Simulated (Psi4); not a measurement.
Psi4 input (wB97X-D/6-31G*):

```
memory 1500 MB

molecule {
0 3
Al   -0.00000000   -0.00000000   -0.11472573
H     0.00000000    0.00000000    1.49143454
symmetry c1
no_reorient
no_com
}

set {
  basis 6-31G*
  reference uks
  scf_type pk
  dft_radial_points 99
  dft_spherical_points 590
  e_convergence 1e-8
  d_convergence 1e-7
  maxiter 150
}

e = energy('wb97x-d')
print_out(f'\nFINAL {e:.10f} DIPOLE {variable("CURRENT DIPOLE")[0]:.6f} {variable("CURRENT DIPOLE")[1]:.6f} {variable("CURRENT DIPOLE")[2]:.6f}\n')
```

What final total energy does it give?

-242.88122 Eh.
